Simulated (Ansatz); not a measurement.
Cartesian coordinates in Å:
```
Si -1.139 -0.537 0.763
C -0.026 -0.589 -0.665
Al -0.064 1.438 -0.497
Si 1.731 -0.020 -0.267
H -0.803 -1.143 2.079
H -2.585 -0.701 0.477
H -0.955 0.999 1.123
H -0.245 -1.311 -1.447
H -0.934 2.629 -1.052
H 2.616 -0.179 -1.450
H 2.403 -0.585 0.937
```

Total charge 0; spin multiplicity 1.

**Question.** List the B3LYP/def2-TZVPP orbital energies in eV (Ansatz 0.2.0). (Best estimate.)

**Answer.** The calculation gave: Occupied: -1799.54, -1798.60, -1524.50, -276.25, -144.05, -143.14, -112.47, -99.43, -99.34, -99.32, -98.47, -98.45, -98.44, -73.17, -73.07, -73.00, -19.01, -14.87, -13.78, -12.08, -10.68, -10.05, -9.83, -9.41, -8.70, -7.22, -6.00. Lowest empty: -1.07, -0.80, -0.18, 0.07, 0.61, 1.06, 1.31, 1.47.

B3LYP here is the variant with VWN-RPA as its local correlation; programs differ in this.
